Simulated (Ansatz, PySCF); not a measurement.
C3H6BF3 (SMILES CB(C)C(F)(F)F), singlet, geometry from GFN2-xTB, atoms displaced at random by about 0.08 Å a coordinate. Base run: PBE0/STO-3G, gradient in PySCF.

The PySCF input:
```python
from pyscf import gto, scf, dft

mol = gto.Mole()
mol.atom = '''
    B     0.213139    0.891106    0.480506
    C    -0.076136   -0.497091   -0.196638
    F    -1.434433   -0.687406   -0.100866
    F     0.194113   -1.730070    0.112516
    F     0.064848   -0.412874   -1.577395
    C     1.577495    0.427682    1.578851
    H     1.155950   -0.157719    2.234587
    H     1.717729    1.494151    2.154919
    H     2.340824    0.143309    1.247434
    C    -0.192391    1.950841    0.001775
    H    -1.271041    2.187313    0.348358
    H     0.027544    2.191265   -1.067442
    H     0.264957    2.895605    0.521652
'''
mol.basis = 'sto-3g'
mol.charge = 0
mol.spin = 0
mol.verbose = 4
mol.build()

mf = dft.RKS(mol)
mf.xc = 'pbe0'
mf.kernel()
g = mf.nuc_grad_method()
grad = g.kernel()
```

Programs used: Ansatz (a program for electronic structure), PySCF; a row that names a program was run with it.

The coordinate followed is y of atom 3.

Each row names what was changed in the base input (with any setting that the change needs).

| change | dE/dx (Eh/bohr) | net force (Eh/bohr) |
|---|---|---|
| base | -0.030880 | 0.000161 |
| density fitting = on | -0.030881 | 0.000161 |
| finite difference step (bohr) = 1e-3; conv_tol = 1e-11 | -0.030837 | - |
| grids.level = 5; grid_response = off | -0.030841 | 0.000005 |
| density fitting = on; auxbasis_response = off | -0.030432 | 0.004560 |
| grids.level = 1; grid_response = off | -0.030799 | 0.000376 |
| grids.level = 0; grid_response = off | -0.035175 | 0.029114 |
| conv_tol = 1e-11 | -0.030880 | 0.000161 |
| grids.level = 5; grid_response = on | -0.030841 | 0.000000 |
| grids.level = 0; grid_response = on | -0.034755 | 0.000000 |
| code = ansatz | -0.030841 | 0.000000 |
| finite difference step (bohr) = 0.05; conv_tol = 1e-11 | -0.030865 | - |

The net force is zero for an exact gradient.
